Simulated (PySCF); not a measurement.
# Mn(3+) (manganese, charge +3) across methods

[Ar] 3d4, high-spin 5D determinant. Computed with PySCF 2.14 in aug-cc-pVTZ-DK, with the spin-free X2C one-electron Hamiltonian (Gaussian nucleus). The B2PLYP total includes its PT2 part (frozen core); its orbital energies are those of the SCF part.

| method | E (hartree) | mean ε 3p α (eV) | mean ε 3p β (eV) | mean ε 3d α (eV) | Σ⟨r²⟩ (bohr²) | ⟨S²⟩ |
| --- | --- | --- | --- | --- | --- | --- |
| PBE0 | -1156.241 | -96.590 | -90.372 | -45.573 | 13.14 | 6.001 |
| LDA | -1153.964 | -91.808 | -87.400 | -42.959 | 13.24 | 6.000 |
| M06-L | -1156.413 | -93.833 | -87.939 | -42.875 | 13.00 | 6.001 |
| r2SCAN | -1156.420 | -93.923 | -88.069 | -43.319 | 13.12 | 6.001 |
| M06-2X | -1156.470 | -100.36 | -93.458 | -48.184 | 13.08 | 6.001 |
| PBE | -1156.192 | -91.909 | -87.313 | -42.824 | 13.22 | 6.000 |
| HSE06 | -1156.259 | -96.155 | -89.974 | -45.119 | 13.15 | 6.001 |
| B2PLYP | -1156.199 | -101.37 | -93.261 | -48.316 | 13.11 | 6.001 |

(1) Estimate the same row for UHF.

Answers

(1) E (hartree) = -1155.42684; mean ε 3p α (eV) = -109.62; mean ε 3p β (eV) = -97.918; mean ε 3d α (eV) = -53.003; Σ⟨r²⟩ (bohr²) = 13.02; ⟨S²⟩ = 6.002.
